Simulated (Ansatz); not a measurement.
Li8S4. The state is a singlet with charge 0. Geometry PBE0-D4/def2-SVP, basis def2-TZVP, Ansatz.

Cartesian coordinates in Å:
```
Li -1.301 3.117 -0.883
Li 0.309 -3.067 -0.101
Li 2.059 -1.878 1.226
Li 1.951 3.843 -2.426
Li 0.593 0.600 -1.500
Li -4.460 2.068 0.539
Li 1.870 -5.506 2.393
Li -1.189 0.630 1.141
S 0.244 2.618 -2.461
S 2.075 -4.107 0.853
S -2.449 2.503 0.973
S 0.300 -0.820 0.245
```

```
run  HOMO (eV)  LUMO (eV)
  A      -7.44       0.22
  B      -4.08      -0.89
  C      -4.72      -1.25
  D      -4.93      -0.99
  E      -3.93      -1.51
```

LC-ωPBE has ω = 0.4 bohr⁻¹. B3LYP takes the VWN-RPA correlation. Another isomer (singlet) lies 2.92 eV lower at PBE0-D4/def2-TZVP; other spin states weren't run for this one.

Question: The runs used B3LYP, LC-ωPBE, PBE, PBE0, r2SCAN. Estimate which is which.

Answer: A LC-ωPBE (range-separated); B r2SCAN (0 % exact exchange); C B3LYP (20 % exact exchange); D PBE0 (25 % exact exchange); E PBE (0 % exact exchange). Exact exchange lowers occupied and raises empty levels; among semilocal functionals meta-GGAs tend to open the gap a little, and such runs are hard to tell apart. The gap grows from 2.42 eV (PBE) to 7.66 eV (LC-ωPBE).
